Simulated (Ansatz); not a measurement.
The input (input.yaml):

```yaml
crystal:
  periodic: [false, false, false]
  atoms:
    - { symbol: B, position_ang: [-0.946173, 1.218482, -0.261226] }
    - { symbol: C, position_ang: [0.170506, 0.498934, 0.49181] }
    - { symbol: "N", position_ang: [-0.125807, -0.250383, 1.695806] }
    - { symbol: Si, position_ang: [0.682472, -0.714393, -0.972753] }
    - { symbol: H, position_ang: [-0.66846, 2.041378, -1.099745] }
    - { symbol: H, position_ang: [-2.101926, 0.894107, -0.105536] }
    - { symbol: H, position_ang: [1.0857, 1.109417, 0.6038] }
    - { symbol: H, position_ang: [0.525978, -1.009077, 1.888583] }
    - { symbol: H, position_ang: [-1.073739, -0.621471, 1.700366] }
    - { symbol: H, position_ang: [1.295873, -0.048557, -2.158124] }
    - { symbol: H, position_ang: [-0.467005, -1.562681, -1.402491] }
    - { symbol: H, position_ang: [1.699684, -1.610956, -0.346391] }
basis:
  gaussian: { orbitals: def2-SVP }
hamiltonian:
  xc: b3lyp
neb:
  order_check: false
  images: 8
  f_tol: 0.05
  max_iterations: 60
  climbing: false
  final_atoms:
    - { symbol: B, position_ang: [-0.97446218, 1.17515892, -0.26129884] }
    - { symbol: C, position_ang: [0.1325746, 0.3696086, 0.43077552] }
    - { symbol: "N", position_ang: [-0.24568388, -0.54329653, 1.49993666] }
    - { symbol: Si, position_ang: [0.67984591, -0.75755834, -1.05232301] }
    - { symbol: H, position_ang: [-0.67007727, 2.03894877, -1.04925308] }
    - { symbol: H, position_ang: [-2.14200915, 0.92084349, -0.08128272] }
    - { symbol: H, position_ang: [1.03346338, 0.99688056, 0.61096689] }
    - { symbol: H, position_ang: [-0.83260533, -0.09595166, 2.20124188] }
    - { symbol: H, position_ang: [0.56037883, -0.94671186, 1.97333712] }
    - { symbol: H, position_ang: [1.42159986, 0.01831012, -2.08829922] }
    - { symbol: H, position_ang: [-0.4816523, -1.44891684, -1.67796628] }
    - { symbol: H, position_ang: [1.59573053, -1.78251524, -0.47173591] }
  initial_path:
    images:
      - { positions_ang: [[-0.946173, 1.218482, -0.261226], [0.170506, 0.498934, 0.49181], [-0.125807, -0.250383, 1.695806], [0.682472, -0.714393, -0.972753], [-0.66846, 2.041378, -1.099745], [-2.101926, 0.894107, -0.105536], [1.0857, 1.109417, 0.6038], [0.525978, -1.009077, 1.888583], [-1.073739, -0.621471, 1.700366], [1.295873, -0.048557, -2.158124], [-0.467005, -1.562681, -1.402491], [1.699684, -1.610956, -0.346391]] }
      - { positions_ang: [[-0.94425105, 1.22627022, -0.24882535], [0.15505985, 0.44910882, 0.45778562], [-0.21140518, -0.31399615, 1.62719686], [0.71943572, -0.73037339, -0.99138619], [-0.81006415, 1.87549149, -1.1598068], [-1.96397765, 1.16097014, 0.03387273], [1.06091015, 1.05610382, 0.63883294], [0.3082134, -0.76675303, 1.97807858], [-0.83905389, -0.7908465, 1.66911077], [1.31419315, -0.02398404, -2.13728821], [-0.43714997, -1.56602413, -1.45193675], [1.7251926, -1.63116725, -0.3815352]] }
      - { positions_ang: [[-0.9423291, 1.23405844, -0.2364247], [0.13961371, 0.39928364, 0.42376124], [-0.29700335, -0.3776093, 1.55858772], [0.75639944, -0.74635379, -1.01001938], [-0.9516683, 1.70960497, -1.2198686], [-1.8260293, 1.42783328, 0.17328146], [1.03612031, 1.00279065, 0.67386589], [0.0904488, -0.52442906, 2.06757415], [-0.60436877, -0.96022199, 1.63785555], [1.3325133, 0.00058892, -2.11645242], [-0.40729495, -1.56936726, -1.50138251], [1.7507012, -1.6513785, -0.4166794]] }
      - { positions_ang: [[-0.94040714, 1.24184665, -0.22402406], [0.12416756, 0.34945846, 0.38973685], [-0.38260153, -0.44122245, 1.48997858], [0.79336317, -0.76233418, -1.02865257], [-1.09327245, 1.54371846, -1.2799304], [-1.68808095, 1.69469641, 0.31269019], [1.01133046, 0.94947747, 0.70889883], [-0.1273158, -0.28210509, 2.15706973], [-0.36968366, -1.12959749, 1.60660032], [1.35083345, 0.02516188, -2.09561662], [-0.37743992, -1.57271038, -1.55082826], [1.77620981, -1.67158974, -0.4518236]] }
      - { positions_ang: [[-0.93848519, 1.24963487, -0.21162341], [0.10872142, 0.29963328, 0.35571247], [-0.4681997, -0.5048356, 1.42136944], [0.83032689, -0.77831458, -1.04728576], [-1.2348766, 1.37783194, -1.33999221], [-1.5501326, 1.96155955, 0.45209893], [0.98654062, 0.8961643, 0.74393178], [-0.34508039, -0.03978112, 2.24656531], [-0.13499855, -1.29897298, 1.57534509], [1.3691536, 0.04973483, -2.07478083], [-0.34758489, -1.57605351, -1.60027402], [1.80171841, -1.69180099, -0.48696779]] }
      - { positions_ang: [[-0.94162843, 1.2448212, -0.2116315], [0.10450682, 0.28526379, 0.34893086], [-0.48151935, -0.53738154, 1.39960618], [0.8300351, -0.78311073, -1.05612687], [-1.2350563, 1.37756203, -1.33438199], [-1.55458628, 1.96453027, 0.45479374], [0.98073655, 0.88366025, 0.7447281], [-0.4960341, 0.06167725, 2.28130518], [0.0465701, -1.33511086, 1.60567521], [1.38312325, 0.05716451, -2.06702252], [-0.34921237, -1.56341305, -1.63088238], [1.79016802, -1.71086313, -0.50089501]] }
      - { positions_ang: [[-0.94983687, 1.22740563, -0.22404834], [0.11152376, 0.30635, 0.36939203], [-0.42256049, -0.53886029, 1.4246888], [0.7924878, -0.77672263, -1.05517591], [-1.09381154, 1.54290872, -1.26309977], [-1.701442, 1.70360858, 0.32077462], [0.99391826, 0.91196532, 0.7112878], [-0.5801769, 0.02227003, 2.26128936], [0.17502228, -1.23801111, 1.69759069], [1.3927424, 0.04745091, -2.0723417], [-0.38232235, -1.534789, -1.64265336], [1.74155865, -1.72877616, -0.49360523]] }
      - { positions_ang: [[-0.95804531, 1.20999006, -0.23646517], [0.11854071, 0.3274362, 0.38985319], [-0.36360162, -0.54033903, 1.44977142], [0.75494051, -0.77033453, -1.05422494], [-0.95256679, 1.7082554, -1.19181754], [-1.84829772, 1.44268688, 0.18675551], [1.00709996, 0.9402704, 0.67784749], [-0.66431971, -0.0171372, 2.24127353], [0.30347447, -1.14091136, 1.78950617], [1.40236156, 0.03773731, -2.07766087], [-0.41543233, -1.50616494, -1.65442433], [1.69294928, -1.74668918, -0.48631546]] }
      - { positions_ang: [[-0.96625374, 1.19257449, -0.24888201], [0.12555765, 0.3485224, 0.41031435], [-0.30464275, -0.54181778, 1.47485404], [0.71739321, -0.76394644, -1.05327398], [-0.81132203, 1.87360209, -1.12053531], [-1.99515343, 1.18176518, 0.0527364], [1.02028167, 0.96857548, 0.64440719], [-0.74846252, -0.05654443, 2.2212577], [0.43192665, -1.04381161, 1.88142164], [1.41198071, 0.02802372, -2.08298004], [-0.44854232, -1.47754089, -1.6661953], [1.6443399, -1.76460221, -0.47902568]] }
      - { positions_ang: [[-0.97446218, 1.17515892, -0.26129884], [0.1325746, 0.3696086, 0.43077552], [-0.24568388, -0.54329653, 1.49993666], [0.67984591, -0.75755834, -1.05232301], [-0.67007727, 2.03894877, -1.04925308], [-2.14200915, 0.92084349, -0.08128272], [1.03346338, 0.99688056, 0.61096689], [-0.83260533, -0.09595166, 2.20124188], [0.56037883, -0.94671186, 1.97333712], [1.42159986, 0.01831012, -2.08829922], [-0.4816523, -1.44891684, -1.67796628], [1.59573053, -1.78251524, -0.47173591]] }
```

Launched with:

```bash
$ ansatz run input.yaml --threads 2 --pin off --max-ram 3072MiB --backend cpu --events-out ev --progress --plain --runs-dir out
```

Hardware: 2 threads of Arm Neoverse V1 (shared host).

Task: Roughly how long does this run take, and how much memory?

Result: 4.6 min, with a peak of 0.21 GiB, for 15 band iterations.
